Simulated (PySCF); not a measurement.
**Structure elucidation problem**

The spectra below were simulated for a compound C$_{8}$H$_{20}$O$_{4}$Si.

$^{1}$H NMR (400 MHz, computed): δ 3.76 (q, 8H), 1.23 (t, 12H).

$^{13}$C{$^{1}$H} NMR (computed): δ 60.7 (CH2), 19.9 (CH3).

All values are calculated (PySCF 2.14.0 with density-fitted response routines): coordinates at the PBE0-D3(BJ)/def2-SVP level, σ from GIAO-B97-2/pcSseg-1. No solvent, one conformer, rapidly exchanging positions averaged, non-relativistic Hamiltonian.

Referencing at the same level of theory: TMS for $^{1}$H (31.38 ppm), $^{13}$C (183.69 ppm).

Propose a structure and justify it.

Answers


Rings plus π bonds: 0. 2 carbon signals for 8 carbons: some carbons are equivalent by symmetry or fast rotation. Carbon types of the structure: 4 × CH2, 4 × CH3, which accounts for all hydrogens. δC 60.7: sp3 CH2 bonded to O; deshielded by the electronegative neighbour. δC 19.9: methyl carbon; aliphatic region, no heteroatom directly attached. δH 3.76: hydrogen on an sp3 CH2 bonded to O; its carbon carries O, hence the downfield position. δH 1.23: hydrogen on a methyl carbon.

Structure: `CCO[Si](OCC)(OCC)OCC`.

The data come from this structure; uniqueness wasn't tested.

Shifts are as computed. Against solution values, carbons near 30 ppm lie about +1 ppm off and those near 130 ppm about +2 ppm. Of 1313 compounds with measured shifts, 239 miss one by over three times the rms of a fit or turn the order of signals round; such compounds aren't used in these exercises. Multiplicities follow the n + 1 count of equivalent neighbours, as no J values were calculated; m marks all less simple cases, F and P coupling included.
